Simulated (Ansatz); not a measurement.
```xyz
13

C    -1.0076   -1.1109    0.2666
N    -0.1365    0.0351    0.0480
Si   -0.3290    0.9399   -1.4002
Ge    1.3201    0.1624    1.1658
H    -1.2090   -1.2546    1.3339
H    -1.9761   -0.9563   -0.2205
H    -0.5884   -2.0478   -0.1229
H     0.5344    2.1451   -1.3130
H    -1.7588    1.3320   -1.5529
H     0.0418    0.1845   -2.6349
H     0.7964    0.1003    2.6133
H     2.0268    1.4916    0.8749
H     2.2859   -1.0213    0.9418
```

Charge 0, multiplicity 1.

(1) List the PBE/def2-TZVPP orbital energies in eV (Ansatz). (Best estimate.)

## Answers

(1) Computed: Occupied: -10804.59, -1779.54, -1337.93, -1191.35, -1191.34, -1191.34, -380.26, -269.74, -162.55, -137.26, -114.01, -113.98, -113.96, -94.00, -93.98, -93.97, -29.88, -29.82, -29.80, -29.75, -29.75, -21.60, -16.43, -14.05, -12.71, -10.74, -10.68, -10.28, -8.48, -8.45, -8.16, -8.10, -7.93, -5.53. Lowest empty: -0.70, 0.13, 0.29, 0.71, 0.77, 1.15, 1.34, 1.58.
